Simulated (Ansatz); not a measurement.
Coupled-cluster run, `CC(C)[O][Ti]([OH])([OH])[O]C(C)C`.

```yaml
crystal:
  periodic: [false, false, false]
  atoms:
    - {symbol: C, position_ang: [-0.125183, 1.044591, -2.426747]}
    - {symbol: C, position_ang: [-0.024942, 2.207561, -1.458811]}
    - {symbol: C, position_ang: [1.356211, 2.833413, -1.447012]}
    - {symbol: O, position_ang: [-0.368627, 1.786816, -0.164847]}
    - {symbol: Ti, position_ang: [-0.062371, 0.769703, 1.262076]}
    - {symbol: O, position_ang: [1.254264, 1.506996, 2.272917]}
    - {symbol: O, position_ang: [-1.594585, 0.620486, 2.222276]}
    - {symbol: O, position_ang: [0.464206, -0.850145, 0.747825]}
    - {symbol: C, position_ang: [0.140114, -2.216797, 0.662317]}
    - {symbol: C, position_ang: [-1.070251, -2.403359, -0.232038]}
    - {symbol: C, position_ang: [-0.078579, -2.782339, 2.052032]}
    - {symbol: H, position_ang: [0.094605, 1.371096, -3.445987]}
    - {symbol: H, position_ang: [0.587974, 0.263208, -2.150928]}
    - {symbol: H, position_ang: [-1.129591, 0.616982, -2.409719]}
    - {symbol: H, position_ang: [-0.757952, 2.973800, -1.746480]}
    - {symbol: H, position_ang: [2.108539, 2.084477, -1.184222]}
    - {symbol: H, position_ang: [1.603598, 3.240195, -2.430477]}
    - {symbol: H, position_ang: [1.404560, 3.639308, -0.713071]}
    - {symbol: H, position_ang: [2.081503, 1.107145, 2.541504]}
    - {symbol: H, position_ang: [-2.454229, 0.989634, 2.017854]}
    - {symbol: H, position_ang: [1.003030, -2.717058, 0.202153]}
    - {symbol: H, position_ang: [-0.891215, -1.969052, -1.217197]}
    - {symbol: H, position_ang: [-1.941774, -1.914201, 0.211709]}
    - {symbol: H, position_ang: [-1.297124, -3.464703, -0.357451]}
    - {symbol: H, position_ang: [-0.923143, -2.280934, 2.531898]}
    - {symbol: H, position_ang: [-0.289598, -3.853307, 2.003885]}
    - {symbol: H, position_ang: [0.808863, -2.633912, 2.670342]}
basis:
  gaussian: {orbitals: def2-TZVPP}
correlation: {method: ccsd_t}
output: {orbitals: {seedname: orbitals}}
```

```sh
$ ansatz run in.yaml --threads 10 --pin off --events-out ev --progress --plain --max-ram 110592MiB --backend cuda --devices 0, --max-vram 75GiB
```

Output of Ansatz, abridged:

```
Functional definition: HF
3638 factors; integrals over basis functions are off by at most 1.1e-3 eV
mean field evaluation 1: about -37667.1223 eV, gradient 8.9e1 eV
mean field evaluation 2: about -37667.6312 eV, gradient 8.9e1 eV
mean field evaluation 4: about -37682.4444 eV, gradient 1.3e1 eV
mean field evaluation 8: about -37682.8564 eV, gradient 9.2e-1 eV
mean field evaluation 16: about -37682.8589 eV, gradient 2.2e-6 eV
mean field -37682.85892722 eV, -1384.8195232162 hartree, gradient 2.2e-6 eV, S^2 0.000000; 0 other end points of the search recorded, 0 dependent functions left out
15 core orbitals not correlated: weight in the atoms' cores, before any rotation towards them, 1.000 or more for the frozen orbitals, at most 0.000 for the correlated occupied ones
reference -37682.85892722 eV, -1384.8195232162 hartree; 38, 38 occupied and 545, 545 virtual orbitals, 3638 factors
second order -66.67409452 eV of doubles, -0.00000000 eV of singles
cycle   1  -65.77743100 eV  change    9.0e-1 eV  update   2.8e-1
cycle   2  -67.61307585 eV  change    -1.8e0 eV  update   1.7e-1
cycle   3  -68.24728443 eV  change   -6.3e-1 eV  update   6.5e-2
cycle   4  -68.30115709 eV  change   -5.4e-2 eV  update   2.3e-2
cycle   5  -68.26723145 eV  change    3.4e-2 eV  update   9.6e-3
cycle   6  -68.26094984 eV  change    6.3e-3 eV  update   4.2e-3
cycle   7  -68.26366780 eV  change   -2.7e-3 eV  update   1.9e-3
cycle   8  -68.26285377 eV  change    8.1e-4 eV  update   7.2e-4
cycle   9  -68.26277275 eV  change    8.1e-5 eV  update   3.2e-4
cycle  10  -68.26345103 eV  change   -6.8e-4 eV  update   1.4e-4
cycle  11  -68.26321962 eV  change    2.3e-4 eV  update   7.7e-5
cycle  12  -68.26307035 eV  change    1.5e-4 eV  update   3.5e-5
cycle  13  -68.26314502 eV  change   -7.5e-5 eV  update   1.6e-5
perturbative correction -3.11483941 eV, -0.1144682369 hartree
Total energy: -37754.23691165 eV, -1387.4426157622 hartree
```

It took 100 s on 10 threads of an AMD EPYC 7R13 on a shared host and a whole NVIDIA H100 80 GB, with 3.5 GiB of host memory at the peak.

Correlation energy per correlated electron: -0.939 eV. T1 diagnostic: 0.0195.
